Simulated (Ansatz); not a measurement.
Basis-set extrapolation for C$_{2}$H$_{8}$Al$_{2}$ (`C[CH2][AlH][AlH2]`) (PBE0-D4/def2-TZVP geometry, frozen core, Ansatz). Multiplicity 1, RHF reference.

```csv
,def2-TZVPP,def2-QZVPP
HF,-564.240377,-564.258243
MP2 correlation,-0.513819,-0.547344
CCSD(T) correlation,-0.593059,not run
```

Energies in hartree. Use E(X) = E(∞) + A·exp(−7.88·√X) for Hartree–Fock and E(X) = E(∞) + B·X^(−2.97) for correlation, with X = 3 and 4, and add CCSD(T) minus MP2 of the smaller set to the MP2 limit.

Task: What is the CCSD(T) energy at the basis-set limit?

Result: HF limit: -564.258243 + (-0.017866) × 0.13774 = -564.26070. MP2 limit: -0.547344 + (-0.033525) × 0.74074 = -0.57218. Higher-order term: -0.593059 − (-0.513819) = -0.07924. Total: -564.91212 hartree, 2.14 eV below CCSD(T)/def2-TZVPP.
